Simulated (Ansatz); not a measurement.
One change: `O=C/C=[CH]/[AlH2]` becomes `C/C=[CH]/[AlH2]`.

Ansatz, PBE0-D4/def2-TZVP geometries, multiplicity 1. Each molecule was computed in one conformer, which needn't be the lowest.

```
                                                                                  property  `O=C/C=[CH]/[AlH2]`
                                        size of the dipole moment (ωB97M-V/def2-TZVPP) / D                 2.14
                                                   HOMO–LUMO gap (ωB97M-V/def2-TZVPP) / eV                 9.19
ideal-gas entropy at 298 K and 1 bar (rigid rotor, harmonic PBE0-D4/def2-TZVP) / J/(mol·K)                  340
                                                       LUMO energy (B3LYP/def2-TZVPP) / eV                -2.92
                                                         HOMO energy (PBE/def2-TZVPP) / eV                -6.01
                                                       HOMO energy (B3LYP/def2-TZVPP) / eV                -7.34
```

**Question.** Give the same properties after the change, and the shifts. (Best estimate.)

**Answer.** Ansatz gave: 
```
                                                                                  property  `C/C=[CH]/[AlH2]`  shift
                                        size of the dipole moment (ωB97M-V/def2-TZVPP) / D               1.48  -0.66
                                                   HOMO–LUMO gap (ωB97M-V/def2-TZVPP) / eV              10.07   0.88
ideal-gas entropy at 298 K and 1 bar (rigid rotor, harmonic PBE0-D4/def2-TZVP) / J/(mol·K)                322    -18
                                                       LUMO energy (B3LYP/def2-TZVPP) / eV              -1.68   1.24
                                                         HOMO energy (PBE/def2-TZVPP) / eV              -6.60  -0.59
                                                       HOMO energy (B3LYP/def2-TZVPP) / eV              -7.42  -0.08
```

With PBE0 the HOMO falls by 0.09 eV and the LUMO rises by 1.24 eV, so the gap widens by about 1.33 eV. PBE moves the HOMO by -0.59 eV and ωB97M-V by 0.08 eV. The zero-point energy changes by 48.2 kJ/mol with +3 modes. Dipoles are sizes alone; their direction can turn.

B3LYP here is the variant with VWN-RPA as its local correlation; programs differ in this.
